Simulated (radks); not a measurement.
Ionisation ladder of osmium, from Os66+ to Os75+. Each ion is in the ground configuration listed by NIST, and IE = E(next ion) - E(this ion), with E = 0 for the bare nucleus. All-electron calculation, non-relativistic Kohn-Sham, PBE, spin-polarised, spherical densities, point nucleus; open shells are filled with parallel spins first (spin-orbit coupling, left out, can overturn this in heavy ions); relativity is left out, which matters for an element this heavy. Program: a radial shooting solver on a logarithmic mesh with Libxc functionals.

| species | configuration | E (hartree) | IE, Delta-SCF (eV) | -e(HOMO) (eV) | HOMO | <r> HOMO (bohr) | IE, NIST (eV) | kind | error (eV) |
|---|---|---|---|---|---|---|---|---|---|
| Os66+ | [Ne] | -10900.0605 | 16378.4 | 16217.6 | 2p | 0.0698 | 16560 | theory | -181.6 |
| Os67+ | [He] 2s2 2p5 | -10298.1651 | 16698.0 | 16538.8 | 2p down | 0.0694 | 16900 | theory | -202.0 |
| Os68+ | [He] 2s2 2p4 | -9684.5260 | 17011.5 | 16856.2 | 2p down | 0.0691 | 17270 | theory | -258.5 |
| Os69+ | [He] 2s2 2p3 | -9059.3657 | 17437.6 | 17272.5 | 2p up | 0.0685 | 17620 | theory | -182.4 |
| Os70+ | [He] 2s2 2p2 | -8418.5463 | 17765.6 | 17602.3 | 2p up | 0.0682 | 19600 | theory | -1834.4 |
| Os71+ | [He] 2s2 2p1 | -7765.6717 | 18087.3 | 17928.0 | 2p up | 0.0679 | 20030 | theory | -1942.7 |
| Os72+ | [He] 2s2 | -7100.9769 | 18532.6 | 18414.7 | 2s | 0.0805 | 20570 | theory | -2037.4 |
| Os73+ | [He] 2s1 | -6419.9170 | 18836.8 | 18718.5 | 2s up | 0.0802 | 20920.6 | theory | -2083.8 |
| Os74+ | [He] | -5727.6765 | 77285 | 76816 | 1s | 0.0198 | 83976.2 | theory | -6691.3 |
| Os75+ | 1s1 | -2887.5082 | 78573 | 78101 | 1s up | 0.0197 | 85614.4 | theory | -7041.3 |

Reference values: NIST Atomic Spectra Database (exp. = measured, semi-emp. = semi-empirical, theory = theoretical value adopted there). The ionisation energy per charge of the ion left behind rises most, in proportion, at Os74+ ([He]), from 254.55 to 1030.5 eV. Relativity is left out here, which matters for elements this heavy. Open shells are spherical and high-spin; term and fine-structure splittings are not resolved.
